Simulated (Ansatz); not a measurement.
Wavefunction ladder for `CS[SiH2][AlH][NH2]`

```csv
atom,x (Å),y (Å),z (Å)
C1,-0.971,1.443,1.135
S2,-1.379,-0.198,1.794
Si3,0.333,-1.305,1.109
Al4,0.289,-1.229,-1.339
N5,0.894,0.245,-2.114
H6,-1.808,2.098,1.377
H7,-0.069,1.838,1.605
H8,-0.843,1.423,0.052
H9,1.571,-0.746,1.737
H10,0.121,-2.669,1.669
H11,-0.366,-2.324,-2.281
H12,1.369,0.996,-1.640
H13,0.859,0.428,-3.104
```

The species carries charge 0 and has multiplicity 1. The structure was optimised at the PBE0-D4/def2-TZVP level. It is one conformer, not always the lowest. Frozen core, restricted reference, the Gaussian-basis code of Ansatz. CBS rows extrapolate triple and quadruple zeta; past MP2 they add the triple-zeta difference.

```
     basis      HF (Eh)  MP2 corr.  CCSD corr.       (T)  CCSD(T) total
  def2-SVP  -1025.04241   -0.61030    -0.67970         ?              ?
def2-TZVPP  -1025.48405   -0.77370    -0.83841  -0.03444    -1026.35690
def2-QZVPP            ?   -0.83192           –         –              –
 CBS(def2)            ?   -0.87505           ?     as TZ              ?
```

Question: Fill in the withheld values. (Estimate.)

Answer: The calculation gave: def2-SVP (T): -0.01950; def2-SVP CCSD(T) total: -1025.74161; def2-QZVPP HF (Eh): -1025.51614; CBS(def2) HF (Eh): -1025.52056; CBS(def2) CCSD corr.: -0.93977; CBS(def2) CCSD(T) total: -1026.49477.
